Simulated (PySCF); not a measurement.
Br4Hf, triplet, geometry from GFN2-xTB (such geometries of metal compounds can be far from the true shape) (the multiplicity is a formal guess) (core potentials on Hf); DF-PBE/def2-SVP (PySCF).

The PySCF input:
```python
from pyscf import gto, scf, dft

mol = gto.M(
    atom='''
Hf    0.00000000   -0.00000000   -0.00000000
Br    1.98543382   -0.57606287   -1.45676484
Br    0.76865875    0.30690206    2.38975617
Br   -1.05873074    2.14277427   -0.82678131
Br   -1.69536183   -1.87361346   -0.10621001
''',
    basis='def2-svp',
    ecp={'Hf': 'def2-svp'},
    spin=2,
    verbose=4,
)

mf = dft.UKS(mol)
mf.xc = 'pbe'
mf = mf.density_fit(auxbasis='def2-universal-jkfit')
mf.kernel()
mf.analyze()
```

What the program printed (banner, timings and long lists left out):

```
PySCF version 2.14.0

[INPUT] verbose = 4
[INPUT] num. atoms = 5
[INPUT] num. electrons = 152
[INPUT] charge = 0
[INPUT] spin (= nelec alpha-beta = 2S) = 2
[INPUT] symmetry False subgroup None
[INPUT] Mole.unit = angstrom
[INPUT] Symbol           X                Y                Z      unit          X                Y                Z       unit  Magmom
[...]
nuclear repulsion = 1293.30995117559
number of shells = 60
number of NR pGTOs = 353
number of NR cGTOs = 160
basis = def2-svp
ecp = {'Hf': 'def2-svp'}

******** <class 'pyscf.df.df_jk.DFUKS'> ********
method = DFUKS
initial guess = minao
damping factor = 0
level_shift factor = 0
DIIS = <class 'pyscf.scf.diis.CDIIS'>
diis_start_cycle = 1
diis_space = 8
diis_damp = 0
SCF conv_tol = 1e-09
SCF conv_tol_grad = None
SCF max_cycles = 50
direct_scf = False
number electrons alpha = 77  beta = 75
XC library pyscf.dft.libxc version 7.1.2
    S. Lehtola, C. Steigemann, M. J. T. Oliveira, and M. A. L. Marques,  SoftwareX 7, 1–5 (2018)
XC functionals = pbe
    J. P. Perdew, K. Burke, and M. Ernzerhof,  Phys. Rev. Lett. 77, 3865 (1996)
    J. P. Perdew, K. Burke, and M. Ernzerhof,  Phys. Rev. Lett. 78, 1396 (1997)
    J. P. Perdew, K. Burke, and M. Ernzerhof,  Phys. Rev. Lett. 77, 3865 (1996)
    J. P. Perdew, K. Burke, and M. Ernzerhof,  Phys. Rev. Lett. 78, 1396 (1997)
radial grids:
    Treutler-Ahlrichs [JCP 102, 346 (1995); DOI:10.1063/1.469408] (M4) radial grids

becke partition: Becke, JCP 88, 2547 (1988); DOI:10.1063/1.454033
pruning grids: <function nwchem_prune>
grids dens level: 3
symmetrized grids: False
atomic radii adjust function: <function treutler_atomic_radii_adjust>
small_rho_cutoff = 0
Set gradient conv threshold to 3.16228e-05
tot grids = 105488
init E= -10325.5951379373

cycle= 1 E= -10340.5075820749  delta_E= -14.9  |g|= 1.69  |ddm|= 5.62

cycle= 2 E= -10338.2321124212  delta_E= 2.28  |g|= 2.29  |ddm|= 6.62

cycle= 3 E= -10341.8788350741  delta_E= -3.65  |g|= 0.408  |ddm|= 6.05

cycle= 4 E= -10341.352810567  delta_E= 0.526  |g|= 0.937  |ddm|= 2.14

cycle= 5 E= -10341.9274578779  delta_E= -0.575  |g|= 0.303  |ddm|= 1.52

cycle= 6 E= -10341.9388224468  delta_E= -0.0114  |g|= 0.291  |ddm|= 1.35

cycle= 7 E= -10342.0073606898  delta_E= -0.0685  |g|= 0.105  |ddm|= 1.59

cycle= 8 E= -10341.9940684569  delta_E= 0.0133  |g|= 0.146  |ddm|=  1.5

cycle= 9 E= -10341.9927043533  delta_E= 0.00136  |g|= 0.152  |ddm|= 1.14

cycle= 10 E= -10342.0038612221  delta_E= -0.0112  |g|= 0.115  |ddm|= 0.99

cycle= 11 E= -10342.0132396723  delta_E= -0.00938  |g|= 0.0806  |ddm|= 0.947

cycle= 12 E= -10342.0199204047  delta_E= -0.00668  |g|= 0.0366  |ddm|= 0.576

cycle= 13 E= -10342.0210689233  delta_E= -0.00115  |g|= 0.0212  |ddm|= 0.312

cycle= 14 E= -10342.0211894026  delta_E= -0.00012  |g|= 0.0191  |ddm|= 0.202

cycle= 15 E= -10342.0214405829  delta_E= -0.000251  |g|= 0.0139  |ddm|= 0.122

cycle= 16 E= -10342.0216026969  delta_E= -0.000162  |g|= 0.00625  |ddm|= 0.0425

cycle= 17 E= -10342.0215751827  delta_E= 2.75e-05  |g|= 0.00746  |ddm|= 0.0166

cycle= 18 E= -10342.0216168222  delta_E= -4.16e-05  |g|= 0.00481  |ddm|= 0.0142

cycle= 19 E= -10342.021638395  delta_E= -2.16e-05  |g|= 0.00262  |ddm|= 0.0213

cycle= 20 E= -10342.0216458597  delta_E= -7.46e-06  |g|= 0.000981  |ddm|= 0.0105

cycle= 21 E= -10342.0216470392  delta_E= -1.18e-06  |g|= 0.000205  |ddm|= 0.00571

cycle= 22 E= -10342.0216470702  delta_E= -3.1e-08  |g|= 0.000123  |ddm|= 0.00141

cycle= 23 E= -10342.0216470878  delta_E= -1.76e-08  |g|= 2.86e-05  |ddm|= 0.000636

cycle= 24 E= -10342.0216470873  delta_E= 4.82e-10  |g|= 3.54e-05  |ddm|= 0.000339

cycle= 25 E= -10342.0216470882  delta_E= -9e-10  |g|= 2.26e-05  |ddm|= 6.34e-05

Extra cycle  E= -10342.0216464051  delta_E= 6.83e-07  |g|= 0.000733  |ddm|= 0.00392
SCF not converged.
SCF energy = -10342.0216464051 after 50 cycles  <S^2> = 2.0023853  2S+1 = 3.0015898
**** SCF Summaries ****
Total Energy =                      -10342.021646405095453
[...]
spin_pop of  1 Br 3dxz     -0.00001
spin_pop of  1 Br 3dx2-y2   -0.00000
spin_pop of  1 Br 4dxy      0.00293
spin_pop of  1 Br 4dyz      0.00024
spin_pop of  1 Br 4dz^2     0.01085
spin_pop of  1 Br 4dxz      0.00057
spin_pop of  1 Br 4dx2-y2    0.00016
spin_pop of  1 Br 5dxy      0.00005
spin_pop of  1 Br 5dyz      0.00003
spin_pop of  1 Br 5dz^2     0.00027
spin_pop of  1 Br 5dxz      0.00000
spin_pop of  1 Br 5dx2-y2    0.00000
spin_pop of  2 Br 1s        0.00000
spin_pop of  2 Br 2s       -0.00000
spin_pop of  2 Br 3s        0.00002
spin_pop of  2 Br 4s        0.00030
spin_pop of  2 Br 5s        0.00006
spin_pop of  2 Br 2px       0.00000
spin_pop of  2 Br 2py       0.00000
spin_pop of  2 Br 2pz       0.00000
spin_pop of  2 Br 3px       0.00005
spin_pop of  2 Br 3py       0.00001
spin_pop of  2 Br 3pz       0.00000
spin_pop of  2 Br 4px       0.20817
spin_pop of  2 Br 4py       0.02326
spin_pop of  2 Br 4pz       0.02119
spin_pop of  2 Br 5px       0.01289
spin_pop of  2 Br 5py       0.00066
spin_pop of  2 Br 5pz       0.00153
spin_pop of  2 Br 3dxy     -0.00001
spin_pop of  2 Br 3dyz     -0.00000
spin_pop of  2 Br 3dz^2    -0.00001
spin_pop of  2 Br 3dxz     -0.00001
spin_pop of  2 Br 3dx2-y2   -0.00001
spin_pop of  2 Br 4dxy      0.00213
spin_pop of  2 Br 4dyz      0.00022
spin_pop of  2 Br 4dz^2     0.00393
spin_pop of  2 Br 4dxz      0.00877
spin_pop of  2 Br 4dx2-y2    0.00009
spin_pop of  2 Br 5dxy      0.00006
spin_pop of  2 Br 5dyz      0.00000
spin_pop of  2 Br 5dz^2     0.00008
spin_pop of  2 Br 5dxz      0.00021
spin_pop of  2 Br 5dx2-y2    0.00000
spin_pop of  3 Br 1s        0.00000
spin_pop of  3 Br 2s       -0.00000
spin_pop of  3 Br 3s        0.00002
spin_pop of  3 Br 4s        0.00030
spin_pop of  3 Br 5s        0.00004
spin_pop of  3 Br 2px       0.00000
spin_pop of  3 Br 2py       0.00000
spin_pop of  3 Br 2pz       0.00000
spin_pop of  3 Br 3px       0.00005
spin_pop of  3 Br 3py       0.00000
spin_pop of  3 Br 3pz       0.00001
spin_pop of  3 Br 4px       0.20517
spin_pop of  3 Br 4py       0.01801
spin_pop of  3 Br 4pz       0.02660
spin_pop of  3 Br 5px       0.00986
spin_pop of  3 Br 5py       0.00151
spin_pop of  3 Br 5pz       0.00066
spin_pop of  3 Br 3dxy     -0.00001
spin_pop of  3 Br 3dyz     -0.00000
spin_pop of  3 Br 3dz^2    -0.00000
spin_pop of  3 Br 3dxz     -0.00001
spin_pop of  3 Br 3dx2-y2   -0.00001
spin_pop of  3 Br 4dxy      0.00749
spin_pop of  3 Br 4dyz      0.00124
spin_pop of  3 Br 4dz^2     0.00007
spin_pop of  3 Br 4dxz      0.00005
spin_pop of  3 Br 4dx2-y2    0.00519
spin_pop of  3 Br 5dxy      0.00018
spin_pop of  3 Br 5dyz      0.00001
spin_pop of  3 Br 5dz^2     0.00002
spin_pop of  3 Br 5dxz      0.00001
spin_pop of  3 Br 5dx2-y2    0.00009
spin_pop of  4 Br 1s        0.00000
spin_pop of  4 Br 2s       -0.00000
spin_pop of  4 Br 3s        0.00002
spin_pop of  4 Br 4s        0.00030
spin_pop of  4 Br 5s        0.00009
spin_pop of  4 Br 2px       0.00000
spin_pop of  4 Br 2py       0.00000
spin_pop of  4 Br 2pz       0.00000
spin_pop of  4 Br 3px       0.00001
spin_pop of  4 Br 3py       0.00001
spin_pop of  4 Br 3pz       0.00004
spin_pop of  4 Br 4px       0.04811
spin_pop of  4 Br 4py       0.04469
spin_pop of  4 Br 4pz       0.15806
spin_pop of  4 Br 5px       0.00307
spin_pop of  4 Br 5py       0.00323
spin_pop of  4 Br 5pz       0.00678
spin_pop of  4 Br 3dxy     -0.00000
spin_pop of  4 Br 3dyz     -0.00001
spin_pop of  4 Br 3dz^2    -0.00001
spin_pop of  4 Br 3dxz     -0.00001
spin_pop of  4 Br 3dx2-y2   -0.00000
spin_pop of  4 Br 4dxy      0.00041
spin_pop of  4 Br 4dyz      0.00460
spin_pop of  4 Br 4dz^2     0.00139
spin_pop of  4 Br 4dxz      0.00258
spin_pop of  4 Br 4dx2-y2    0.00546
spin_pop of  4 Br 5dxy      0.00002
spin_pop of  4 Br 5dyz      0.00009
spin_pop of  4 Br 5dz^2     0.00007
spin_pop of  4 Br 5dxz      0.00002
spin_pop of  4 Br 5dx2-y2    0.00012
In total            77.00000 | 75.00000
Dipole moment(X, Y, Z, Debye):  0.01716, -0.00988,  0.02120
```

Convergence was not reached.
